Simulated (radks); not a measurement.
Spin polarisation of the 3p4 shell in S. Start: [Ne] 3s2 3p(up 2, down 2); electrons of 3p are moved from spin down to spin up, other shells keep equal spins. Calculated with a radial shooting solver on a logarithmic mesh with Libxc functionals: non-relativistic Kohn-Sham, TPSS, spin-polarised, spherical densities, point nucleus; meta-GGA in the generalised Kohn-Sham scheme.

\begin{tabular}{lrrrrr}
moment (Bohr magnetons) & E - E(0) (eV) & e(3p up) (eV) & e(3p down) (eV) & 3s down minus up (eV) & 2p down minus up (eV) \\ \hline
0 & 0.000 & -7.081 & -7.081 & 0.000 & 0.000 \\
0.5 & -0.059 & -7.306 & -6.834 & 0.530 & 0.090 \\
1 & -0.236 & -7.508 & -6.562 & 1.063 & 0.180 \\
1.5 & -0.532 & -7.690 & -6.265 & 1.603 & 0.269 \\
2 & -0.949 & -7.851 & -5.938 & 2.154 & 0.358 \\
\end{tabular}

At moment 2 the spin-polarisation energy is -0.949 eV and the 3p exchange splitting 1.912 eV, that is 0.956 eV per Bohr magneton; E = -I m^2/4 would give I = 0.949 eV.
